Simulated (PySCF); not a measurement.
**Cl(2+): ionisation energy**

Cl(2+) [Ne] 3s2 3p3 (4S) → Cl(3+) [Ne] 3s2 3p2 (3P), as a difference of total energies. Computed with PySCF 2.14 in aug-cc-pwCVDZ (6s5p3d, 36 functions), with no relativity, point nucleus. Correlated levels: valence: [Ne] frozen. The calculations carry no spin-orbit coupling.

```tsv
method	ionisation energy (eV)
UHF	38.959
MP2 (valence)	39.442
SCS-MP2 (valence)	39.271
CCSD (valence)	39.357
CCSD(T) (valence)	39.363
CCSDT (valence)	39.362
```

Task: How much does correlation contribute at CCSD(T) (valence)?

Result: 39.363 − (38.959) = 0.404 eV, measured against UHF.

A first-order spin-orbit estimate (lowest level to lowest level, LS coupling) adds -0.098 eV.

Errors of the correlated levels include the incompleteness of this basis and the frozen core.

For comparison: 39.8 ± 0.11 eV (semi-empirical (NIST evaluation); NIST Atomic Spectra Database, ionization energies).
